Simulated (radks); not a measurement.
Eu, 63 electrons, occupied as [Xe] 4f7 6s2. Calculated with a radial shooting solver on a logarithmic mesh with Libxc functionals: Dirac Kohn-Sham, OLYP, spin-unpolarised, spherical densities, finite nucleus; open shells fill j = l - 1/2 first; Fermi nuclear charge, rms radius 5.1115 fm.

Unscreened Slater integrals over Kohn-Sham orbitals (cm^-1). Large and small components are both included.

\begin{tabular}{lr}
integral & value \\ \hline
F0(4f7/2,4f7/2) & 213990 \\
F2(4f7/2,4f7/2) & 97698 \\
F4(4f7/2,4f7/2) & 60572 \\
F6(4f7/2,4f7/2) & 43380 \\
F0(4f7/2,4f5/2) & 215920 \\
F2(4f7/2,4f5/2) & 98725 \\
F4(4f7/2,4f5/2) & 61233 \\
G2(4f7/2,4f5/2) & 98531 \\
G4(4f7/2,4f5/2) & 61119 \\
G6(4f7/2,4f5/2) & 43780 \\
F0(4f7/2,6s1/2) & 59505 \\
G3(4f7/2,6s1/2) & 2178.7 \\
F0(4f7/2,5p3/2) & 141100 \\
F2(4f7/2,5p3/2) & 49852 \\
G2(4f7/2,5p3/2) & 28584 \\
G4(4f7/2,5p3/2) & 21396 \\
F0(4f5/2,4f5/2) & 217890 \\
F2(4f5/2,4f5/2) & 99783 \\
F4(4f5/2,4f5/2) & 61917 \\
F0(4f5/2,6s1/2) & 59575 \\
G3(4f5/2,6s1/2) & 2081.1 \\
F0(4f5/2,5p3/2) & 141740 \\
F2(4f5/2,5p3/2) & 49591 \\
G2(4f5/2,5p3/2) & 27999 \\
G4(4f5/2,5p3/2) & 21036 \\
F0(6s1/2,6s1/2) & 45540 \\
F0(6s1/2,5p3/2) & 57499 \\
G1(6s1/2,5p3/2) & 3969.6 \\
F0(5p3/2,5p3/2) & 119580 \\
F2(5p3/2,5p3/2) & 64202 \\
\end{tabular}
